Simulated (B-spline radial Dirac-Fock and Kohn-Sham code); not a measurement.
## Auger parameter of chromium: the L3 level and its strongest L3-MM line

These are calculated numbers from an atomic code on a B-spline grid; the model is multi-electron Dirac-Fock with separately optimised hole states, Breit and Lamb-shift corrections added in first order. The modified Auger parameter α′ is the binding energy plus the kinetic energy of the Auger electron; it does not depend on the energy zero. For free ions it tends to fall with charge, since less charge screens the final holes.

```tsv
species	configuration	binding 2p3/2 (eV)	Auger line	kinetic (eV)	α′ (eV)
Cr	[Ar] 3d5 4s1	581.4	M2M3 J=2	460.4	1041.8
Cr⁺	[Ar] 3d5	589.8	M2M3 J=2	450.3	1040.1
Cr⁺ (Watson 2.7 Å)	[Ar] 3d5	584.5	M2M3 J=2	455.6	1040.1
Cr²⁺	[Ar] 3d4	607.5	M2M3 J=2	434.5	1042.0
Cr²⁺ (Watson 1.6 Å)	[Ar] 3d4	589.6	M2M3 J=2	452.5	1042.1
Cr²⁺ (Watson 2.4 Å)	[Ar] 3d4	595.5	M2M3 J=2	446.5	1042.0
Cr³⁺	[Ar] 3d3	628.9	M2M3 J=2	417.9	1046.8
Cr³⁺ (Watson 2.7 Å)	[Ar] 3d3	612.9	M2M3 J=2	433.9	1046.8
Cr⁴⁺	[Ar] 3d2	653.4	M2M3 J=2	400.6	1054.0
Cr⁴⁺ (Watson 1.8 Å)	[Ar] 3d2	621.4	M2M3 J=2	432.6	1054.0
Cr⁵⁺	[Ar] 3d1	680.7	M2M3 J=2	382.9	1063.6
Cr⁵⁺ (Watson 1.6 Å)	[Ar] 3d1	635.7	M2M3 J=2	427.9	1063.6
Cr⁶⁺	[Ne] 3s2 3p6	710.8	M2M3 J=2	364.7	1075.5
```
